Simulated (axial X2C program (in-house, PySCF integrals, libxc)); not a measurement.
# Bond lengths and stretching modes, held linear, of SnNC⁻

Computed with an axial X2C code built on PySCF integrals: two-component X2C with atomic mean-field Coulomb and Gaunt terms, Gaussian nuclei, basis Sn dyall-v3z, N dyall-av3z, C dyall-v3z with contracted cores. Spin-free rows use the one-electron spin-free X2C Hamiltonian.

Masses Sn 119.902, N 14.003, C 12.000 u. States: 2c Ω = 1 (beyond evenly filled blocks: ω = -1/2, ω = 3/2); spin-free M_S = 1, Λ = 0 (beyond evenly filled blocks: π+α, π-α).

HF, 2c: energies above the lowest point

```
r(Sn–N) (Å)  r(N–C) (Å)  E (meV)
     2.1460      1.1417    27.92
     2.1460      1.1710    51.34
     2.1460      1.2003   168.89
     2.2010      1.1417     1.78
     2.2010      1.1710    26.20
     2.2010      1.2003   145.29
     2.2010      1.2296   340.45
     2.2560      1.1417     0.00
     2.2560      1.1710    25.03
     2.2560      1.2003   145.18
     2.3111      1.1710    41.92
     2.3111      1.2296   361.05
```

**Question.** Fit a quadratic surface with cubic terms in each bond: where is the minimum, and what are the two stretching wavenumbers?

**Answer.** At HF, 2c: bonds 2.233 and 1.149 Å; harmonic stretches 292.1 and 2310.7 cm⁻¹; force constants 1.08, 20.2 and coupling 0.11 mdyn/Å.

The other levels and Hamiltonians give:

```tsv
Hamiltonian	level	r(Sn–N) (Å)	r(N–C) (Å)	lower stretch (cm⁻¹)	upper stretch (cm⁻¹)
2c	PBE0	2.200	1.170	306.8	2141.8
2c	B3LYP	2.231	1.170	290.0	2116.8
spin-free	PBE0	2.199	1.170	308.4	2142.0
spin-free	HF	2.231	1.149	294.3	2311.0
spin-free	B3LYP	2.229	1.170	292.3	2117.0
```

Each state is one determinant, the lowest of a limited PBE0 search; the stretches come from a fit to these few points and carry an uncertainty of a few per cent. Other orders of the atoms were not compared. Left out for rough or failed fits: MP2 2c, MP2 spin-free. For an anion the highest level of a functional can be positive, and the basis then holds the extra electron. The molecule was held linear; bending was not examined, so a bent shape may lie lower. Open-shell Ω = 0 determinants with evenly filled partner blocks cannot be reached by this program, so the Ω shown need not be the lowest component. Note: several unpaired electrons, one determinant need not be a pure state.
